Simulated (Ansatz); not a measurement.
A nudged elastic band was laid between two geometries of BClFHOS (6 atoms, charge 0, multiplicity 1).

Method: RKS PBE-D4/def2-SVP (Ansatz).

| Property | Result |
| --- | --- |
| movable images | 5 |
| climbing image | yes |
| spring | 5.0 eV/Å² |
| optimiser | quadratic models (default) |
| start path | IDPP |
| force threshold | 0.03 eV/Å |
| iteration limit | 60 |
| end points | relaxed |

Initial state:

```xyz
6
Properties=species:S:1:pos:R:3
O -1.680 -0.377 -0.342
S -0.402 -1.029 0.566
B 0.873 0.252 0.451
F 1.990 0.052 1.151
Cl 0.696 1.687 -0.547
H -1.478 -0.585 -1.278
```

Final state:

```xyz
6
Properties=species:S:1:pos:R:3
O -0.405 -1.743 0.262
S -0.838 -0.402 -0.699
B 0.416 0.815 -0.250
F 1.326 0.597 0.691
Cl 0.371 2.351 -1.118
H -0.871 -1.619 1.114
```

Question: Which bonds break or form, and what moves?

Answer: No bond is made or broken. The dihedral O1–S2–B3–F4 goes from 176 to -4°.

Question: Give the energies along the band, and the barrier.

Answer: The run converged. The highest image is number 3 of 0 to 6, 0.58 eV above the first end and 0.60 eV above the last; the last end lies 0.03 eV below the first. A vibrational analysis at the climbing image gives one clearly imaginary mode, 92i cm⁻¹: a first-order saddle point.

| image | path coordinate (Å) | energy (eV) | dihedral O1–S2–B3–F4 (°) |
| --- | --- | --- | --- |
| 0 | 0.00 | 0.00 | 176 |
| 1 | 0.67 | 0.15 | 146 |
| 2 | 1.33 | 0.46 | 113 |
| 3 | 2.00 | 0.58 | 82 |
| 4 | 2.67 | 0.44 | 54 |
| 5 | 3.35 | 0.13 | 25 |
| 6 | 4.03 | -0.03 | -4 |

Question: What is the geometry of the highest image?

Answer: 
```xyz
6
Properties=species:S:1:pos:R:3:forces:R:3
O -1.431 -0.430 0.556 0.00 0.00 0.00
S -0.157 -1.376 -0.170 0.00 0.00 0.00
B 0.908 0.140 -0.003 0.00 -0.01 0.00
F 1.496 0.421 1.149 0.00 0.00 0.00
Cl 1.097 1.295 -1.322 0.00 0.00 0.00
H -1.914 -0.050 -0.209 0.00 0.00 0.00
```

Question: What are the harmonic wavenumbers there?

Answer: 92i, 99, 241, 352, 411, 497, 523, 699, 940, 1124, 1298, 3637 cm⁻¹.

Time of the run: 2 min on 1 thread of Intel(R) Xeon(R) Platinum 8259CL CPU @ 2.50GHz (Skylake/Cascade Lake), on a shared host, peak memory 0.14 GiB.
